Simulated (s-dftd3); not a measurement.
C₂H₅I, charge +1, doublet, geometry from GFN2-xTB (a state made from the parent by changing its charge; the spin is typed, not shown lowest); s-dftd3 1.4.0 with D3(bj) for hf.

The s-dftd3 input:
```
$ s-dftd3 mol.xyz --bj hf --json dftd3.json --noedisp --grad

# file mol.xyz
8

C     -2.47872317    -0.30698683    -0.18935188
C     -1.15697557    -0.96081758    -0.39560285
I      0.61070332     0.21044122     0.09731135
H     -2.64557368    -0.00101957     0.84919800
H     -3.26426753    -1.00780463    -0.47616182
H     -2.59703766     0.61002780    -0.77682678
H     -1.04755767    -1.88176413     0.19730031
H     -0.99864680    -1.26599750    -1.44128263
```

It wrote (shortened):

```
-----------------------------------
 s i m p l e   D F T - D 3  v1.4.0
-----------------------------------

Rational (Becke-Johnson) damping: hf-D3(BJ)
---------------------
  s6         1.0000
  s8         0.9171
  s9         0.0000
  a1         0.3385
  a2         2.8830
 alp        14.0000
--------------------

Dispersion energy:      -4.3472453708028E-02 Eh

Gradient norm:           1.1403174121385E-02 Eh/a0
--------------------------------------------------
     #    Z           dE/dx      dE/dy      dE/dz
--------------------------------------------------
     1    6 C    -3.678E-03  6.965E-04  1.519E-04
     2    6 C     6.388E-04 -2.121E-03 -7.782E-04
     3   53 I     7.918E-03  4.092E-03  1.774E-03
     4    1 H    -1.404E-03  6.711E-04  1.421E-03
     5    1 H    -1.872E-03 -4.948E-04 -2.418E-04
     6    1 H    -1.340E-03  1.468E-03 -6.991E-04
     7    1 H    -1.736E-04 -2.686E-03  5.963E-04
     8    1 H    -8.936E-05 -1.626E-03 -2.224E-03
--------------------------------------------------

Virial:
--------------------------------------------------
      component           x          y          z
--------------------------------------------------
          x       5.063E-02  6.977E-03  3.873E-03
          y       6.977E-03  2.115E-02  4.883E-03
          z       3.873E-03  4.883E-03  1.066E-02
--------------------------------------------------

[Info] JSON dump of results written to 'dftd3.json'
```
